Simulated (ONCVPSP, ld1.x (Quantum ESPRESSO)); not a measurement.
Potentials for Ni (Z = 28) compared

Generated with ld1.x 7.5 (TM, RRKJ, ultrasoft, PAW), atompaw 4.2 or ONCVPSP 4.0.1. The cutoff is in Ry: for ld1.x and atompaw files where the sum of valence levels is converged to 10 mRy in a Bessel basis, for ONCV files where the hardest occupied wave has 1 mHa per electron of residual kinetic energy. The error is the largest all-electron minus pseudo excitation energy over each file’s own four to seven test configurations (ionisations up to +4, promotions, holes and added fractions of an electron), all of which were solved. The labels leave out finer settings (local radius, basis sizes, second energies), which also bear on the numbers. Spin-polarised tests are not counted. The rows are a selection from randomly drawn settings: files with unsolved tests, undetermined cutoffs or missed reference levels are left out.

A true bound ghost makes a file unfit for plane-wave use even where its test errors are small: the radial tests pick states by their node count and pass the ghost by.

```tsv
potential	cutoff (Ry)	largest error (meV)	bound ghosts
ONCV, LDA (Perdew-Wang 92), scalar-relativistic, rc 1.30/1.35/0.85 (spd), local d, core correction yes, reference 3s2 3p6 3d8 4s1.5 4p0.5, qcut 12.1/11/17.3, projectors 2/2/0	230	+0.5	none
ONCV, PBE, scalar-relativistic, rc 1.00/0.75/0.90 (spd), local smoothed, core correction yes, reference 3s2 3p6 3d8 4s1.5, qcut 14/12.9/19.6, projectors 2/3/2	257	-1.0	p
PAW, PBE, scalar-relativistic, rc 2.20/1.30/1.70 (spd), local smoothed, core correction yes, reference 3p6 3d8 4s0 4p0	50	-192	s
ONCV, PBE, scalar-relativistic, rc 1.10/0.90/1.60 (spd), local smoothed, core correction yes, reference 3s2 3p6 3d8.5 4s1.5, qcut 13.2/17.2/10.5, projectors 2/2/2	187	-158	none
ONCV, PBE, scalar-relativistic, rc 1.25/0.85/0.80/1.10 (spdf), local smoothed, core correction yes, reference 3s2 3p6 3d8 4s1.5, qcut 9/7.8/12.2/11, projectors 2/1/2/3	680	+15	none
```

(1) Fill in the row for Ni: ONCV, PW91, scalar-relativistic, rc 1.10/1.15/1.55 (spd), local smoothed, core correction yes, reference 3s2 3p6 3d8 4s1.5, qcut 9/11.2/8.6, projectors 2/3/3.

(2) Fill in the row for Ni: ONCV, LDA (Perdew-Wang 92), fully relativistic, rc 1.05/1.05/0.85 (spd), local smoothed, core correction no, reference 3s2 3p6 3d7, qcut 14.8/14.1/19.9, projectors 2/2/1.

Answers

(1) cutoff 86 Ry, largest error -460 meV, bound ghosts: none.

(2) cutoff 277 Ry, largest error +25 meV, bound ghosts: none.
